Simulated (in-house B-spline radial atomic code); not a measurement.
The numbers below are computed, except where a source is named.
Two electrons in Si: a spherical dot of radius 78.3 nm with hard walls

For Si the NSM archive of the Ioffe Institute lists m_l = 0.98 m0, m_t = 0.19 m0 and ε = 11.7; the model takes one isotropic valley with the conductivity mass 3/(1/m_l + 2/m_t) = 0.26 m0, and so misses anisotropy and the other valleys. All triplets below are those of one valley; with several valleys two electrons can form a triplet in the 1s orbital itself, at an energy set by the valley splitting.

Effective-mass model with parabolic bands, a uniform dielectric constant, no image charges, no central-cell or spin-orbit terms. Two-electron levels come from full CI in B-splines with partial waves to l = 5 (up to 0.001 effective hartree above the limit).

Problem. What are the effective units, and what is the potential in them?

Solution. Ha* = 27211.386 meV × 0.26/11.7² = 51.68 meV and a* = 0.0529177 nm × 11.7/0.26 = 2.381 nm. The radius is R = 32.9 a*. The one-electron levels are π²/2R² = 0.0046 and 4.4934²/2R² = 0.0093 Ha*.

In these units the lowest s and p orbitals lie at 0.004559 and 0.009327, and their Coulomb and exchange integrals are J_ss = 0.054288, J_sp = 0.049230 and K_sp = 0.01093. (For an empty sphere J_ss = 1.786/R.) Full CI gives 0.043477 for the ground singlet, 0.045073 for the sp triplet, 0.050982 for the sp singlet and 0.059828 for the lowest triplet of two s orbitals.

Problem. What does it cost to add the second electron, to first order and exactly?

Solution. To first order E = 2ε_s + J_ss = 0.063406, so the charging energy E(2) − 2E(1) is J_ss = 2.806 meV. CI gives 0.043477 − 2 × (0.004559) = 0.034358, or 1.776 meV: relaxation and correlation lower it by 1.03 meV, 36.7 % of J_ss. The s² configuration of one-electron orbitals holds 46.6 % of the state, and the mean radius is 49.2 nm.

Problem. How far above the singlet do the triplets lie?

Solution. To first order the sp triplet lies at ε_s + ε_p + J_sp − K_sp = 0.052184, which is 0.58 meV below 2ε_s + J_ss, so first order fails: the exact ground state of two electrons is a singlet. CI gives 0.045073 − (0.043477) = 0.001597, or 0.08252 meV, 33 % of the orbital spacing of 0.2464 meV. The ss triplet lies 0.8451 meV up, so the lower of the two is the sp one, and its gap equals k_BT at 0.958 K. The sp singlet-triplet splitting is 0.3054 meV, against 2K_sp = 1.13 meV. With the repulsion this large beside the spacing the electrons keep apart, as in a Wigner molecule, and the splitting shrinks.
